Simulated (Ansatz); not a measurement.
Compare A (`[CH3][GeH]1[CH]=[N]1`) with its isomer B (`NC#[C][GeH3]`).

Calculated with Ansatz (gas phase, PBE0-D4/def2-TZVP geometries, no zero-point term in ΔE). CBS: MP2 limit from def2 TZ/QZ plus the TZ coupled-cluster correction, frozen cores. DFT in def2-TZVPP. B3LYP here is the variant with VWN-RPA as its local correlation; programs differ in this. For Ge outer-core shells are correlated without core-valence functions, which leaves a few kJ/mol of doubt a bond. Scalar relativity is left out up to krypton. One conformer a species, not always the lowest.

**Question.** Which isomer does CCSD(T)/CBS put lower? Give the gap. (Estimate.)

**Answer.** The calculation gave: A, by 22.1 kJ/mol.

**Question.** Give E(B) − E(A) in kJ/mol with CCSD/def2-TZVPP, HF/def2-TZVPP, B3LYP-D4, BLYP-D4, ωB97M-V, CCSD(T)/def2-TZVPP, r2SCAN-D4. (Best estimate.)

**Answer.** Ansatz gave: CCSD/def2-TZVPP 7.7, HF/def2-TZVPP -36.0, B3LYP-D4 7.5, BLYP-D4 17.0, ωB97M-V 10.9, CCSD(T)/def2-TZVPP 17.9, r2SCAN-D4 21.9. The order is the other way round with HF/def2-TZVPP.

**Question.** Does the order hold for the free energy at 298.15 K (harmonic terms from PBE0-D4)? (An estimate is asked.)

**Answer.** The calculation gave: Yes: G(B) − G(A) = +9.3 kJ/mol, for one conformer each. Modes under 60 cm⁻¹, often nearly free rotors, make the harmonic entropy too high.

Largest T1 diagnostic: 0.015.

From BLYP to BHLYP (50 % exact exchange), in def2-TZVPP and without D4, E(B) − E(A) moves by −22.1 kJ/mol. At CCSD(T), def2-SVP lies −14.6 kJ/mol from the extrapolated value and def2-TZVPP −4.2 kJ/mol.
